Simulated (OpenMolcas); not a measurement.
**Tm2+: ligand-field states by method**

Tm2+ with 7 ligands (fluoride) in pentagonal bipyramidal coordination (D5h) at 2.4 Å, the axial distance 2.376 Å. A charge of +0.714 e stands 2.6 Å behind each ligand. Ligand basis ANO-RCC-VDZP.
```
Tm    0.0000    0.0000    0.0000
F     2.4000    0.0000    0.0000
F     0.7416    2.2825    0.0000
F    -1.9416    1.4107    0.0000
F    -1.9416   -1.4107    0.0000
F     0.7416   -2.2825    0.0000
F     0.0000    0.0000    2.3760
F     0.0000    0.0000   -2.3760
```

```yaml
Program: OpenMolcas
Basis: ANO-RCC-VDZP [7s6p4d2f1g]
Scalar_Hamiltonian: DKH2, point nucleus
Active_space: 13 electrons in 7 orbitals (4f)
State_averaging: 2S+1 = 2 odd, 7 roots
Spin-orbit_coupling: state interaction with AMFI integrals over the reference wave functions
```

I. CASSCF
II. SS-CASPT2, IPEA 0.25 Eh, imaginary shift 0.1 Eh (closed shells correlated: 5s 5p and the ligand valence shells)

Spin-free states in cm-1, each column counted from its own energy of the first state listed:

```
   State  Degeneracy    I   II
2S+1 = 2           2    0    0
2S+1 = 2           1  217  240
2S+1 = 2           2  351  400
2S+1 = 2           2  435  610
```

With spin-orbit coupling the lowest J multiplet is 381 (I), 528 (II) cm-1 wide, a factor of 1.39 from I to II.

χT at 300 K: I 2.48, II 2.42 cm3 K/mol.

Over all roots computed the reference weight is 0.64 in II; a low but even weight reflects the number of correlated electrons. Without dynamic correlation the ligand-field splitting of an f shell can come out too small, at times by half (holds for I). Splittings of an f shell from a small cluster at a set distance can be off by tens of per cent, mostly too small (holds for II). No measured value stands beside these numbers; the geometry is a model, was not optimised and need not be the one that this ion takes.
